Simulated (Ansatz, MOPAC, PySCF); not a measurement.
Lewis adduct: AlF2H (SMILES [F][AlH][F]) (first 4 atoms) with NH3 (SMILES N); geometry from B3LYP-D3(BJ)/def2-TZVP, rigid monomers moved along the line of their centres of mass till Al2···N5 is 3.64 Å.
(charge 0, multiplicity 1):
```
atom    x (Å)    y (Å)   z (Å)
----  -------  -------  ------
F      1.2279   0.7473  0.6289
Al    -0.2766   0.2782  1.1891
F     -0.7081  -1.2994  0.8389
H     -1.4182   1.3607  1.2156
N      0.4390  -0.0341  4.7429
H      0.7967   0.8094  5.1830
H     -0.3318  -0.3842  5.3053
H      1.1794  -0.7319  4.7633
```

Monomers are frozen at their geometry in the pair; levels with a basis set take the counterpoise correction. Rows marked so take none.

Rows in 6-31G* carry no dispersion term and start afresh at each structure (6-31G* with six Cartesian d functions). The state that PM7 reach isn't checked; PM7 holds dispersion and hydrogen-bond terms.

Run with Ansatz (a quantum-chemistry and plane-wave program); MOPAC for PM7 (differences of heats of formation); PySCF for 6-31G* rows, the dispersion terms. 

**Question.** One of these levels gives -215.5 meV for the interaction energy. Which?
A) PM7
B) r2SCAN-D3(BJ)/def2-TZVPPD
C) BP86/6-31G* (no counterpoise)

**Answer.** A, PM7. The others give -442.1 (BP86/6-31G* (no counterpoise)), -363.0 (r2SCAN-D3(BJ)/def2-TZVPPD)
